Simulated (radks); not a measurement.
The numbers below are computed, except where a source is named.
Question: Valence configurations of the indium ion In2+ (all share [Kr]). Code: a radial shooting solver on a logarithmic mesh with Libxc functionals. Model: scalar-relativistic Kohn-Sham, r2SCAN, spin-polarised, spherical densities, finite nucleus; open shells are filled with parallel spins first (spin-orbit coupling, left out, can overturn this in heavy ions); meta-GGA in the generalised Kohn-Sham scheme; Fermi nuclear charge, rms radius 4.6156 fm. Order these by energy: 4d8 5s2 5p1; 4d10 5s1; 4d9.5 5s1.5; 4d9 5s1 5p1; 4d8 5p3; 4d9.5 5s1 5p0.5; 4d10 5s0.5 5p0.5; 4d10 5p1; 4d9 5p2; 4d9 5s2.

Answer: From the lowest, in eV above it: 4d10 5s1 0.000; 4d10 5s0.5 5p0.5 3.919; 4d9.5 5s1.5 7.455; 4d10 5p1 7.755; 4d9.5 5s1 5p0.5 10.556; 4d9 5s2 15.197; 4d9 5s1 5p1 21.735; 4d9 5p2 30.218; 4d8 5s2 5p1 40.450; 4d8 5p3 55.370. NIST lists [Kr] 4d10 5s1 as the ground configuration; this level of theory agrees among the configurations tried. The energies are those of spherical high-spin densities, not of single terms.
